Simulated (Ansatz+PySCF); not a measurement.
Results of a calculation; reference values are marked as such.
Several solutions for singlet H4

```xyz
4

H     0.0000    0.0000    0.0000
H     0.0000    0.0000    1.0000
H     0.0000    0.0000    2.0000
H     0.0000    0.0000    3.0000
```

Basis set: cc-pVDZ (spherical functions). Charge 0, multiplicity 1.

CASSCF(2,2) was run from several starts with Ansatz (development build ahead of 0.2.0) and PySCF 2.14.0. The starts are those of the Hartree–Fock orbitals from which the active space was taken at the frontier.

| run | program | start | converged | energy (hartree) | <S²> |
| --- | --- | --- | --- | --- | --- |
| A | PySCF | program defaults | yes | -2.18666 | 0.00 |
| B | Ansatz | stability test followed | yes | -2.19142 | 0.00 |
| C | Ansatz | atomic start, no search | yes | -2.18666 | 0.00 |
| D | Ansatz | search for the lowest state | yes | -2.19142 | 0.00 |

(1) Which runs reached the lowest solution of this kind, and what is wrong with the others?

## Answers

(1) B, D reached the lowest solution found. Converged but too high: A by 0.13 eV, C by 0.13 eV. Convergence only shows a stationary point; in CASSCF the end hangs on which orbitals enter the active space. Caution: other starts end on other solutions of this active space.
